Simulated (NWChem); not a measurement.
System: MgSiH$_{4}$S; SMILES [Mg]([SiH3])[SH]

Here is an NWChem input.

```
start job
memory heap 200 mb stack 900 mb global 1100 mb
geometry units angstroms noautoz
  Mg     0.235304    -0.351256     0.020255
  S      0.139075    -2.667657     0.037679
  H     -1.213629    -2.687260     0.002361
  Si     0.396629     2.216666     0.000375
  H     -0.949565     2.873937     0.107260
  H      1.025234     2.742732    -1.257743
  H      1.217882     2.748418     1.139502
end
basis spherical
  Mg library def2-svp
  S library def2-svp
  H library def2-svp
  Si library def2-svp
end
dft
  xc xpbe96 cpbe96
  grid xcoarse
  iterations 150
  mulliken
end
task dft gradient
```

NWChem printed, in part:

```
             Northwest Computational Chemistry Package (NWChem) 7.3.0
             --------------------------------------------------------

 C1  symmetry detected

                             Geometry "geometry" -> ""
                             -------------------------

 Output coordinates in angstroms (scale by  1.889725989 to convert to a.u.)

  No.       Tag          Charge          X              Y              Z
 ---- ---------------- ---------- -------------- -------------- --------------
    1 Mg                  12.0000     0.01108538    -0.12938736     0.00068683
    2 S                   16.0000     0.05730441    -2.44739084    -0.00025519
    3 H                    1.0000    -1.29212391    -2.54977704    -0.00033158
    4 Si                  14.0000     0.01435799     2.44367167    -0.00026300
    5 H                    1.0000    -1.36620742     3.01621184     0.14773947
    6 H                    1.0000     0.57580162     3.01663734    -1.26961006
    7 H                    1.0000     0.83162256     3.01642633     1.12172529

 Effective nuclear repulsion energy (a.u.)     138.3868178032

  pbe96 is a nonlocal functional; adding pw91lda local functional.

                                 NWChem DFT Module
                                 -----------------

 Summary of "ao basis" -> "ao basis" (spherical)
 ------------------------------------------------------------------------------
       Tag                 Description            Shells   Functions and Types
 ---------------- ------------------------------  ------  ---------------------
 Mg                         def2-svp                 8       18   4s3p1d
 S                          def2-svp                 8       18   4s3p1d
 H                          def2-svp                 3        5   2s1p
 Si                         def2-svp                 8       18   4s3p1d

            General Information
            -------------------
          SCF calculation type: DFT
          Wavefunction type:  closed shell.
          No. of atoms     :     7
          No. of electrons :    46
           Alpha electrons :    23
            Beta electrons :    23
          Charge           :     0
          Spin multiplicity:     1
          Use of symmetry is: off; symmetry adaption is: off
          Maximum number of iterations: 150
          AO basis - number of functions:    74
                     number of shells:    36
          Convergence on energy requested:  1.00D-06
          Convergence on density requested:  1.00D-05
          Convergence on gradient requested:  5.00D-04

              XC Information
              --------------
          PerdewBurkeErnzerhof Exchange Functional  1.000
            Perdew 1991 LDA Correlation Functional  1.000 local
           PerdewBurkeErnz. Correlation Functional  1.000 non-local

             Grid Information
             ----------------
          Grid used for XC integration:  xcoarse
          Radial quadrature: Mura-Knowles
          Angular quadrature: Lebedev.
          Tag              B.-S. Rad. Rad. Pts. Rad. Cut. Ang. Pts.
          ---              ---------- --------- --------- ---------
          Mg                  1.50       42           9.0       194
          S                   1.00       42          12.0       194
          H                   0.35       21          13.0       194
          Si                  1.10       42          12.0       194
          Grid pruning is: on
          Number of quadrature shells:   210
          Spatial weights used:  Erf1

      Superposition of Atomic Density Guess
      -------------------------------------

 Sum of atomic energies:        -887.61778952

      Non-variational initial energy
      ------------------------------

 Total energy =    -888.125445
 1-e energy   =   -1506.667381
 2-e energy   =     480.155118
 HOMO         =      -0.278514
 LUMO         =      -0.022814

     ---------------------------------------------
      Total Density - Mulliken Population Analysis
     ---------------------------------------------

    Atom       Charge   Shell Charges
 -----------   ------   -------------------------------------------------------
    1 Mg  12    11.37   2.00  1.99  0.83  0.20  5.98  0.18  0.09  0.10
    2 S   16    16.73   2.00  1.99  1.22  0.62  5.94  1.88  3.06  0.02
    3 H    1     0.78   0.57  0.18  0.03
    4 Si  14    13.92   2.00  1.99  1.03  0.30  5.94  1.13  1.46  0.08
    5 H    1     1.06   0.69  0.37  0.01
    6 H    1     1.06   0.69  0.37  0.01
    7 H    1     1.06   0.69  0.37  0.01

   convergence    iter        energy       DeltaE   RMS-Dens  Diis-err
 ---------------- ----- ----------------- --------- --------- ---------
 d= 0,ls=0.0,diis     1   -889.4084234950 -1.03D+03  1.99D-02  3.30D-01
 d= 0,ls=0.0,diis     2   -889.3509550197  5.75D-02  1.56D-02  4.92D-01
 d= 0,ls=0.0,diis     3   -889.4457753984 -9.48D-02  3.98D-03  5.53D-02
 d= 0,ls=0.0,diis     4   -889.4560319195 -1.03D-02  8.44D-04  1.79D-03
 d= 0,ls=0.0,diis     5   -889.4563648562 -3.33D-04  3.27D-04  2.13D-04
  Resetting Diis
 d= 0,ls=0.0,diis     6   -889.4564051476 -4.03D-05  8.84D-05  1.38D-05
 d= 0,ls=0.0,diis     7   -889.4564080431 -2.90D-06  3.79D-05  8.30D-07
 d= 0,ls=0.0,diis     8   -889.4564078295  2.14D-07  2.24D-05  2.03D-06
 d= 0,ls=0.0,diis     9   -889.4564082306 -4.01D-07  4.13D-06  2.72D-08

         Total DFT energy =     -889.456408230578
      One electron energy =    -1508.828308992099
           Coulomb energy =      545.039763447977
    Exchange-Corr. energy =      -64.054680489697
 Nuclear repulsion energy =      138.386817803241

 Numeric. integr. density =       45.999679962374

                       DFT Final Molecular Orbital Analysis
                       ------------------------------------

 Vector   21  Occ=2.000000D+00  E=-2.654567D-01
              MO Center= -6.5D-03, -1.2D+00,  4.4D-05, r^2= 4.8D+00
   Bfn.  Coefficient  Atom+Function         Bfn.  Coefficient  Atom+Function
  ----- ------------  ---------------      ----- ------------  ---------------
     3      0.540192  1 Mg s                 30      0.376413  2 S  py
    27      0.305893  2 S  py                 2      0.253929  1 Mg s
    22     -0.203025  2 S  s                 24      0.178306  2 S  py
    21     -0.162119  2 S  s                 50     -0.135418  4 Si py
    45     -0.110357  4 Si s                 20      0.108922  2 S  s

 Vector   22  Occ=2.000000D+00  E=-2.248943D-01
              MO Center=  2.3D-02,  5.5D-01, -1.4D-04, r^2= 6.0D+00
   Bfn.  Coefficient  Atom+Function         Bfn.  Coefficient  Atom+Function
  ----- ------------  ---------------      ----- ------------  ---------------
    30      0.358199  2 S  py                53      0.298774  4 Si py
    50      0.273371  4 Si py                27      0.244316  2 S  py
     3     -0.195680  1 Mg s                  9     -0.190100  1 Mg py
    47     -0.154466  4 Si py                24      0.141452  2 S  py
     6     -0.139587  1 Mg py                45     -0.122302  4 Si s

 Vector   23  Occ=2.000000D+00  E=-2.117957D-01
              MO Center=  2.8D-02, -2.3D+00, -1.7D-04, r^2= 1.8D+00
   Bfn.  Coefficient  Atom+Function         Bfn.  Coefficient  Atom+Function
  ----- ------------  ---------------      ----- ------------  ---------------
    31      0.598244  2 S  pz                28      0.430617  2 S  pz
    25      0.247855  2 S  pz                13      0.128945  1 Mg pz
    15     -0.083631  1 Mg d -1              10      0.073822  1 Mg pz
     7      0.051503  1 Mg pz

 Vector   24  Occ=0.000000D+00  E=-6.333523D-02
              MO Center= -8.1D-01,  1.2D-01, -1.9D-03, r^2= 5.6D+00
   Bfn.  Coefficient  Atom+Function         Bfn.  Coefficient  Atom+Function
  ----- ------------  ---------------      ----- ------------  ---------------
     4      0.653138  1 Mg s                 11     -0.465709  1 Mg px
    45     -0.408147  4 Si s                  3      0.352744  1 Mg s
    53      0.279859  4 Si py                30     -0.270737  2 S  py
    44     -0.237930  4 Si s                 71      0.213419  7 H  s
     8     -0.189532  1 Mg px                66      0.175573  6 H  s

 Vector   25  Occ=0.000000D+00  E=-6.049702D-02
              MO Center=  8.0D-01,  1.9D-01, -3.1D-03, r^2= 5.5D+00
   Bfn.  Coefficient  Atom+Function         Bfn.  Coefficient  Atom+Function
  ----- ------------  ---------------      ----- ------------  ---------------
     4      0.545108  1 Mg s                 11      0.529024  1 Mg px
    45     -0.379579  4 Si s                 61      0.341470  5 H  s
    22     -0.302876  2 S  s                  3      0.291508  1 Mg s
    38      0.250484  3 H  s                 53      0.244898  4 Si py
     8      0.228674  1 Mg px                52      0.226915  4 Si px

 Vector   26  Occ=0.000000D+00  E=-5.354977D-02
              MO Center= -4.2D-02,  5.0D-01,  9.4D-03, r^2= 5.5D+00
   Bfn.  Coefficient  Atom+Function         Bfn.  Coefficient  Atom+Function
  ----- ------------  ---------------      ----- ------------  ---------------
    13      0.663751  1 Mg pz                66      0.338632  6 H  s
    54      0.318169  4 Si pz                71     -0.299329  7 H  s
    10      0.283510  1 Mg pz                31     -0.217589  2 S  pz
     7      0.162408  1 Mg pz                65      0.131570  6 H  s
    28     -0.126444  2 S  pz                15      0.120611  1 Mg d -1

     ---------------------------------------------
      Total Density - Mulliken Population Analysis
     ---------------------------------------------

    Atom       Charge   Shell Charges
 -----------   ------   -------------------------------------------------------
    1 Mg  12    11.80   2.00  1.98  0.93  0.12  5.97  0.37  0.21  0.21
    2 S   16    16.26   2.00  1.98  1.26  0.58  5.92  1.81  2.68  0.03
    3 H    1     0.91   0.70  0.17  0.03
    4 Si  14    13.91   2.00  1.98  1.09  0.21  5.92  1.31  1.32  0.09
    5 H    1     1.04   0.72  0.31  0.01
    6 H    1     1.04   0.72  0.31  0.01
    7 H    1     1.04   0.72  0.31  0.01

     -------------------------------------------
      Total Density - Lowdin Population Analysis
     -------------------------------------------

    Atom       Charge   Shell Charges
 -----------   ------   -------------------------------------------------------
    1 Mg  12    12.12   2.00  1.95  0.64  0.24  5.83  0.58  0.44  0.44
    2 S   16    15.90   2.00  1.95  0.95  0.62  5.81  1.89  2.64  0.03
    3 H    1     0.98   0.60  0.29  0.08
    4 Si  14    13.82   2.00  1.94  0.68  0.37  5.82  1.33  1.54  0.14
    5 H    1     1.06   0.63  0.41  0.03
    6 H    1     1.06   0.63  0.41  0.03
    7 H    1     1.06   0.63  0.41  0.03

     Multipole analysis of the density
     ---------------------------------

     L   x y z        total         alpha         beta         nuclear
     -   - - -        -----         -----         ----         -------
     0   0 0 0     -0.000000    -23.000000    -23.000000     46.000000

     1   1 0 0     -0.296041     -0.148021     -0.148021     -0.000000
     1   0 1 0      0.202831      0.101416      0.101416      0.000000
     1   0 0 1      0.000833      0.000416      0.000416      0.000000

     2   2 0 0    -27.250359    -21.867467    -21.867467     16.484576
     2   1 1 0      1.922649     -1.983776     -1.983776      5.890201
     2   1 0 1      0.000994      0.000142      0.000142      0.000710
     2   0 2 0    -39.768648   -400.980641   -400.980641    762.192633
     2   0 1 1     -0.000651     -0.000391     -0.000391      0.000131
     2   0 0 2    -30.102992    -20.215276    -20.215276     10.327561

            General Information
            -------------------
          SCF calculation type: DFT
          Wavefunction type:  closed shell.
          No. of atoms     :     7
          No. of electrons :    46
           Alpha electrons :    23
            Beta electrons :    23
          Charge           :     0
          Spin multiplicity:     1
          Use of symmetry is: off; symmetry adaption is: off
          Maximum number of iterations: 150
          AO basis - number of functions:    74
                     number of shells:    36
          Convergence on energy requested:  1.00D-06
          Convergence on density requested:  1.00D-05
          Convergence on gradient requested:  5.00D-04

              XC Information
              --------------
          PerdewBurkeErnzerhof Exchange Functional  1.000
            Perdew 1991 LDA Correlation Functional  1.000 local
           PerdewBurkeErnz. Correlation Functional  1.000 non-local

             Grid Information
             ----------------
          Grid used for XC integration:  xcoarse
          Radial quadrature: Mura-Knowles
          Angular quadrature: Lebedev.
          Tag              B.-S. Rad. Rad. Pts. Rad. Cut. Ang. Pts.
          ---              ---------- --------- --------- ---------
          Mg                  1.50       42           9.0       194
          S                   1.00       42          12.0       194
          H                   0.35       21          13.0       194
          Si                  1.10       42          12.0       194
          Grid pruning is: on
          Number of quadrature shells:   210
          Spatial weights used:  Erf1

          Convergence Information
          -----------------------
          Convergence aids based upon iterative change in
          total energy or number of iterations.
          Levelshifting, if invoked, occurs when the
          HOMO/LUMO gap drops below (HL_TOL):  1.00D-02
          DIIS, if invoked, will attempt to extrapolate
          using up to (NFOCK): 10 stored Fock matrices.

                    Damping( 0%)  Levelshifting(0.5)       DIIS
                  --------------- ------------------- ---------------
          dE  on:    start            ASAP                start
          dE off:    2 iters        150 iters           150 iters

                            NWChem DFT Gradient Module
                            --------------------------

  charge          =   0.00
  wavefunction    = closed shell

                         DFT ENERGY GRADIENTS

    atom               coordinates                        gradient
                 x          y          z           x          y          z
   1 Mg      0.020948  -0.244507   0.001298    0.000433  -0.001521   0.000010
   2 S       0.108290  -4.624898  -0.000482   -0.006286   0.002159  -0.000009
   3 H      -2.441760  -4.818380  -0.000627    0.005940   0.000078  -0.000001
   4 Si      0.027133   4.617870  -0.000497   -0.000130   0.006225   0.000073
   5 H      -2.581758   5.699814   0.279187    0.005497  -0.002288  -0.000572
   6 H       1.088107   5.700618  -2.399215   -0.002192  -0.002322   0.004979
   7 H       1.571539   5.700219   2.119753   -0.003262  -0.002331  -0.004480
```

Level: PBE/def2-SVP. All runs use the structure optimised with PBE0/def2-SVP.
